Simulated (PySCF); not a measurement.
**Simulated absorption spectrum**

Compound: Sb2H4.
Z-matrix (Å and degrees, PBE0-D3(BJ)/def2-SVP geometry), rows numbered from 1:
```
Sb
Sb  1  2.8412
H   1  1.7196  2   90.47
H   1  1.7191  2   90.53  3   -90.36
H   2  1.7191  1   90.61  3   -90.40
H   2  1.7195  1   90.42  3   179.25
```

Method: TDDFT B3LYP/def2-SVPD, vertical, gas phase, core orbitals frozen in the response, def2 core potentials past Kr (PySCF). Spin–orbit coupling is left out.

Each state is given a Gaussian of 0.4 eV full width at half maximum, with ε(max) = 2.175×10⁸ f / Δν̃ (Δν̃ the width in cm⁻¹). The width is an assumption, not a result. The curve ends short of the highest state used, and states not computed would add to its high-energy end.

```
λ (nm)  ε (L mol⁻¹ cm⁻¹)
 205.5             21061
 207.6             18454
 209.6             15314
 211.7             11579
 213.8              7965
 215.9              4979
 218.0              2841
 220.1              1503
 222.1               798
 224.2               462
 226.3               385
 228.4               467
 230.5               658
 232.6               944
 234.6              1324
 236.7              1897
 238.8              2756
 240.9              4036
 243.0              5863
 245.1              8296
 247.1             11116
 249.2             14400
 251.3             17668
 253.4             20502
 255.5             22507
 257.5             23387
 259.6             23132
 261.7             21754
 263.8             19493
 265.9             16679
 268.0             13656
 270.0             10855
 272.1              8203
 274.2              5966
 276.3              4184
 278.4              2835
 280.5              1858
 282.5              1207
 284.6               745
 286.7               447
 288.8               261
 290.9               149
 293.0                83
 295.0                46
```

Problem. Where are the band maxima, and which computed states make them?

Solution. 258 nm (4.80 eV), ε about 23000, made up of S1 (100%) (ε in L mol⁻¹ cm⁻¹; maxima over ε = 5, shares over 10%). At its high-energy end, 6.03 eV, the curve is still rising (ε about 21000, from S6 and S7). The states used: S1 4.80 eV (f 0.346); S2 5.12 eV (f 0.0001); S3 5.16 eV (f 0.0000); S4 5.19 eV (f 0.016); S5 5.93 eV (f 0.0000); S6 6.01 eV (f 0.247); S7 6.36 eV (f 0.432); S8 6.53 eV (f 0.018); S9 6.60 eV (f 0.0000); S10 6.63 eV (f 0.0000).

Problem. On this curve, what absorbance would a 10⁻⁴ mol/L sample give at 280 nm over a 1 cm path?

Solution. 280 nm is 4.428 eV, where ε is about 2100 L mol⁻¹ cm⁻¹, so A = ε c l ≈ 0.21 (Beer–Lambert, with the gas-phase spectrum and the assumed width).

Problem. What would ε be at 4.80 eV, the highest of these maxima, with half the width (0.2 eV)?

Solution. About 46700 L mol⁻¹ cm⁻¹ against 23400, a factor of about 1.99; a lone state at its own centre would give exactly 2.

Problem. Coming from long wavelengths, where does ε first pass 100 L mol⁻¹ cm⁻¹?

Solution. At about 292 nm (4.24 eV), 0.56 eV below S1.

The vertical ionisation energy (ΔSCF) is 8.59 eV, 1.96 eV above S10.

One conformer stands for the species.
